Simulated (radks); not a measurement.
Cs I, configuration [Kr] 4d10 5p6 6s1 7s2 (not the ground configuration). Calculated with a radial shooting solver on a logarithmic mesh with Libxc functionals: Dirac Kohn-Sham, AM05, spin-unpolarised, spherical densities, finite nucleus; Fermi nuclear charge, rms radius 4.8041 fm.

Normalised radial functions P(r) = r R(r) (large component), r in bohr:

```
   r/bohr * 7s1/2 (the largest magnitude, 0.42, reaches the edge; | marks zero)
 0.002439                             |*
 0.003386                             |*
 0.004662                             |*
 0.006472                             |*
 0.008985                             | *
  0.01247                             | *
  0.01731                             |*
  0.02404                             |*
  0.03337                             *
  0.04632                            *|
   0.0643                          *  |
  0.08855                           * |
   0.1229                             *
   0.1706                             |  *
   0.2369                             |   *
   0.3288                             *
   0.4565                        *    |
   0.6337                        *    |
   0.8797                             |  *
    1.221                             |        *
    1.682                             |    *
    2.334                     *       |
    3.241               *             |
    4.499                          *  |
    6.245                             |                *
    8.669                             |                          *
    12.03                             |               *
    16.71                             |   *
    23.19                             *
```

7s1/2: eigenvalue -1.835 eV, 6 radial nodes at r = 0.0323, 0.128, 0.338, 0.794, 1.91, 4.72 bohr, <r> = 8.89 bohr, 90 % of the charge inside 12.3 bohr.
